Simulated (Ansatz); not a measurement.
`CC(=O)OB(F)F` and `BOC(C)=O` differ in one atom or group.

Ansatz, PBE0-D4/def2-TZVP geometries, multiplicity 1. Each molecule was computed in one conformer, which needn't be the lowest.

| property | `CC(=O)OB(F)F` |
| --- | --- |
| LUMO energy (PBE/def2-TZVPP) / eV | -1.80 |
| HOMO–LUMO gap (ωB97M-V/def2-TZVPP) / eV | 12.77 |
| LUMO energy (ωB97M-V/def2-TZVPP) / eV | 1.64 |
| HOMO–LUMO gap (PBE/def2-TZVPP) / eV | 5.16 |
| HOMO–LUMO gap (B3LYP/def2-TZVPP) / eV | 7.47 |
| HOMO–LUMO gap (PBE0/def2-TZVPP) / eV | 8.03 |

What does the change do to each property? (An estimate is asked.)

Ansatz gave: 
```json
{"property": "LUMO energy (PBE/def2-TZVPP) / eV", "`BOC(C)=O`": "-2.30", "shift": "-0.50"}
{"property": "HOMO–LUMO gap (ωB97M-V/def2-TZVPP) / eV", "`BOC(C)=O`": "11.61", "shift": "-1.16"}
{"property": "LUMO energy (ωB97M-V/def2-TZVPP) / eV", "`BOC(C)=O`": "0.78", "shift": "-0.86"}
{"property": "HOMO–LUMO gap (PBE/def2-TZVPP) / eV", "`BOC(C)=O`": "4.45", "shift": "-0.71"}
{"property": "HOMO–LUMO gap (B3LYP/def2-TZVPP) / eV", "`BOC(C)=O`": "6.66", "shift": "-0.81"}
{"property": "HOMO–LUMO gap (PBE0/def2-TZVPP) / eV", "`BOC(C)=O`": "7.16", "shift": "-0.87"}
```

With PBE0 the HOMO rises by 0.29 eV and the LUMO falls by 0.58 eV, so the gap narrows by about 0.87 eV. PBE moves the HOMO by 0.21 eV and ωB97M-V by 0.30 eV.

B3LYP here is the variant with VWN-RPA as its local correlation; programs differ in this.
